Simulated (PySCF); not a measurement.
C4H6F2, SMILES C(=C/F)/[C@@H](C)F. Atoms are numbered in the order given.

```xyz
12

C     -1.7361    -0.6297    -0.1886
C     -0.7191     0.3867    -0.6765
F     -0.6243     1.3942     0.2809
C      0.6397    -0.2068    -0.9299
C      1.5046    -0.5387     0.0304
F      1.2295    -0.3890     1.3286
H     -1.3828    -1.0824     0.7499
H     -2.7034    -0.1379    -0.0054
H     -1.8790    -1.4279    -0.9326
H     -1.0791     0.8636    -1.6071
H      0.9593    -0.3781    -1.9619
H      2.5040    -0.9532    -0.1406
```

The structure is a stationary point at r2SCAN-D4/def2-SVP. The structure was generated by enumeration; whether it is a known compound was not checked. Other conformers were not sampled.

The numbers are results of HF/def2-TZVP run with PySCF, not measurements.

Atomic charges (e):

```tsv
atom	meta-Löwdin	Löwdin	Mulliken
C1	-0.28	(withheld)	-0.34
C2	0.28	-0.30	0.32
F3	-0.38	0.05	-0.31
C4	-0.19	(withheld)	-0.24
C5	0.24	-0.22	0.13
F6	-0.31	(withheld)	-0.26
H7	0.11	(withheld)	0.13
H8	0.10	(withheld)	0.12
H9	0.10	(withheld)	0.10
H10	0.09	0.13	0.07
H11	0.12	(withheld)	0.14
H12	0.12	0.13	0.14
```

Q: Some entries are withheld; supply them. (Estimate from the structure and the level; the computed values follow.)

A: 
- C1, Löwdin: -0.26
- C4, Löwdin: -0.18
- F6, Löwdin: 0.13
- H7, Löwdin: 0.12
- H8, Löwdin: 0.12
- H9, Löwdin: 0.12
- H11, Löwdin: 0.15

Q: Give the Mayer and Wiberg (Löwdin basis) orders of the bonds. (Estimate from the structure and the level; the computed values follow.)

A: 
| bond | Mayer | Wiberg |
|---|---|---|
| C1–C2 | 0.99 | 1.24 |
| C2–F3 | 0.91 | 1.54 |
| C2–C4 | 0.94 | 1.17 |
| C4–C5 | 1.99 | 2.09 |
| C5–F6 | 0.96 | 1.71 |
| C1–H7 | 0.98 | 0.90 |
| C1–H8 | 0.98 | 0.91 |
| C1–H9 | 0.97 | 0.90 |
| C2–H10 | 1.00 | 0.84 |
| C4–H11 | 0.95 | 0.83 |
| C5–H12 | 1.00 | 0.88 |
